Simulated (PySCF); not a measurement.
A TDDFT job was run through a driver script with this input:

```
{"job": {"kind": "uv", "xc": "CAM-B3LYP", "basis": "def2-SVPD", "nstates": 8, "ntriplets": 3}, "charge": 0, "multiplicity": 1}
C     -1.997383     0.612982     2.494158
C     -1.741206     0.514148     1.323666
Si    -1.349614     0.346662    -0.482705
O     -2.217175    -0.808943    -1.210862
C      0.486765    -0.084035    -0.533510
C      1.631359     0.596590    -0.211995
C      2.665489    -0.322307    -0.483503
N      2.178736    -1.448666    -0.925974
O      0.834384    -1.310315    -0.960201
H     -2.221097     0.700822     3.518931
H     -1.661610     1.547117    -1.243861
H     -2.046937    -1.740612    -1.096247
H      1.713769     1.594864     0.162032
H      3.723841    -0.198781    -0.372095
```

The program printed, after the SCF cycles:

```
converged SCF energy = -687.6228107884

Static polarisability (au): isotropic 89.807, principal 73.034 87.330 109.055

Singlet excitations
state   eV       nm        f      main configurations
  1   5.9131    209.7   0.00013   H-1->L+1 0.53, H->L+1 0.16
  2   6.1719    200.9   0.12993   H->L 0.54, H-2->L+1 0.14
  3   6.2911    197.1   0.05194   H-4->L 0.53, H-1->L 0.15, H->L 0.14
  4   6.3228    196.1   0.05504   H-2->L+1 0.20, H->L 0.16, H-1->L+2 0.13
  5   6.3889    194.1   0.03520   H-2->L+2 0.34, H-2->L 0.19
  6   6.6479    186.5   0.00175   H->L+1 0.69, H-1->L+1 0.13
  7   7.0363    176.2   0.03008   H-3->L 0.66, H->L+6 0.14
  8   7.4434    166.6   0.02982   H-1->L 0.38, H-5->L 0.24, H-6->L 0.09

Triplet excitations (Tamm-Dancoff, eV): 4.0964 4.9987 5.3103
```

Method used: TDDFT CAM-B3LYP/def2-SVPD, vertical, gas phase, core orbitals frozen in the response (PySCF). Isolated species at its GFN2-xTB geometry (one conformer only).

Task: What is the total energy of state 2 at this geometry?

Result: -687.62281 + 0.22681 = -687.39600 hartree.

Task: How many basis functions and electrons does this run hold?

Result: 230 basis functions for 72 electrons in 36 doubly occupied orbitals.

Task: Which orbital energies lie behind H and L?

Result: HOMO -9.13 eV and LUMO 0.10 eV, a gap of 9.24 eV; state 1 differs from that by -3.32 eV.

Task: What transition dipole goes with state 2?

Result: |μ|² = 3f / (2ΔE) = 3 × 0.1299 / (2 × 0.2268) = 0.859 au, so |μ| = 2.36 D.

Task: What share of the summed oscillator strength falls to the strongest level in this window?

Result: State 2 at 201 nm: 0.1299 of 0.3339, or 39%.

Task: Which species is it?

Result: `C#C[Si@H](O)c1ccno1` (C5H5NO2Si), point group C1.

H and L stand for HOMO and LUMO.

Conformer computed: `[CH:1]#[C:2][Si@H:3]([OH:4])[c:5]1[cH:6][cH:7][n:8][o:9]1`: C2–Si3–C5–C6 -67°, H–O4–Si3–C2 -75°.
